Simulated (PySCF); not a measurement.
## Redox energetics: selenophene

System: selenophene, `c1cc[se]c1` (C4H4Se). Numbering: `[cH:1]1[cH:2][cH:3][se:4][cH:5]1` These are map numbers, not IUPAC locants.

Energies: ωB97X-D3(BJ)/ma-def2-TZVP (PySCF, density fitting, integration grid level 2) on PBE0-D3(BJ)/ma-def2-SVP structures. Thermal corrections: PBE0-D3(BJ)/ma-def2-SVP frequencies, unscaled, ideal gas at 298.15 K and 1 bar, quasi-RRHO entropy.

Frontier levels of the parent: HOMO -9.13 eV, LUMO 1.21 eV.

Oxidation to the radical cation:
| Item | Value |
| --- | --- |
| Vertical ionisation energy (electronic) | 8.91 eV |
| Adiabatic ionisation energy (with zero-point energy) | 8.69 eV |
| Adiabatic, electronic part | 8.73 eV |
| Vertical gap at the product's structure | 8.47 eV |
| Inner reorganisation energy (four-point) | 433 meV |
| Relaxation of product / of parent | 176 / 257 meV |
| ⟨S²⟩ of the product | 0.776 |
| Largest spin populations | C5 0.52, C3 0.52, Se4 -0.12 |
| Largest changes of atomic charge | Se4 0.22, C5 0.19, C3 0.19, C2 0.08 |
| Distances that move most (Å) | C2–C3 1.367 → 1.421; C1–C5 1.367 → 1.421; C1–C2 1.429 → 1.379 |
| Potential in DMF | 6.38 V absolute, 1.83 V against Fc+/Fc computed at 4.54 V (solvation -12 → -233 kJ/mol) |

Vertical electron affinity to the radical anion: -1.13 eV. The extra electron is not bound at this structure, the number hangs on the basis, and the ion was not relaxed.

Solvents are IEF-PCM continua (electrostatics only, gas-phase structures); absolute potentials refer to an electron at rest in vacuum. Fc+/Fc in DMF, 4.54 V, is ωB97X-D3(BJ)/ma-def2-TZVP on PBE0-D3(BJ)/def2-SVP structures with GFN2-xTB thermal terms. Benchmark calculations put it near 5.0 V in acetonitrile and DMSO, so it is about 0.5 V low, and the value against it can read up to that much too high.

Measured values (NIST Chemistry WebBook, evaluated or the median of agreeing entries): adiabatic ionisation energy 8.87 eV (computed 8.69, difference -0.18).

Note: spin-orbit coupling is left out of the energies, which matters for open shells on the heavier atoms; atoms from Ga to Kr are treated without relativity.

Differences come from unrounded values, so a last digit can differ from that of the printed terms.
